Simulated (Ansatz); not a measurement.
A nudged elastic band was laid between two geometries of C2H3BOS (8 atoms, charge 0, multiplicity 1).

Method: RKS PBE-D4/def2-SVP (Ansatz).

- movable images: 4
- climbing image: no
- spring: 5.0 eV/Å²
- optimiser: quadratic models (default)
- start path: through a guess of the saddle point
- force threshold: 0.05 eV/Å
- iteration limit: 60
- end points: relaxed

Image 0:

```xyz
8
Properties=species:S:1:pos:R:3
B -0.269 1.162 0.063
C 0.589 -0.006 0.556
C 0.215 -1.148 -0.112
S -1.061 -0.897 -1.249
O -1.183 0.754 -0.912
H -0.301 2.338 0.356
H 1.391 -0.033 1.307
H 0.619 -2.169 -0.010
```

Image 5:

```xyz
8
Properties=species:S:1:pos:R:3
B -0.290 0.675 -0.086
C 0.736 -0.256 0.630
C 0.310 -1.336 -0.073
S -1.021 -0.718 -1.160
O -0.586 1.986 -0.011
H -1.301 2.258 -0.616
H 1.529 -0.214 1.389
H 0.623 -2.396 -0.072
```

Q: What changes between the two ends?

A: Bonds broken: B1–H6, S4–O5. Bonds formed: B1–S4, O5–H6.

Q: What energy profile does the band end with?

A: It converged. The highest image is number 1 of 0 to 5, 1.16 eV above the first end and 1.63 eV above the last; the last end lies 0.47 eV below the first. The profile has 2 maxima (images 1, 4) with wells between them (image 3): this band takes more than one step, which may be the mechanism or a detour left from its start path. No image climbed, so the highest image needn't sit at the top of the path. A band with more images between the same ends climbed to 2.43 eV, so this one has probably stepped over the top. The orbitals stay closed-shell, which can raise the energy where a bond breaks towards radicals; this wasn't checked here.

```tsv
image	path coordinate (Å)	energy (eV)	B1–H6 (Å)	S4–O5 (Å)	B1–S4 (Å)
0	0.00	0.00	1.21	1.69	2.57
1	1.04	1.16	1.24	1.78	2.50
2	2.09	0.52	1.75	2.61	2.00
3	3.13	-0.43	1.94	2.90	1.89
4	4.18	-0.01	2.03	2.91	1.91
5	5.22	-0.47	1.95	2.97	1.90
```

Q: What is the geometry of the highest image?

A: 
```xyz
8
Properties=species:S:1:pos:R:3
B -0.154 1.120 0.001
C 0.819 -0.004 0.418
C 0.211 -1.128 -0.092
S -0.851 -0.790 -1.457
O -1.009 0.931 -1.031
H -0.772 2.026 0.582
H 1.623 -0.027 1.177
H 0.132 -2.129 0.402
```

Time of the run: 80 s on 2 threads of Intel(R) Xeon(R) Platinum 8488C (Sapphire Rapids) (shared host), peak memory 0.16 GiB.
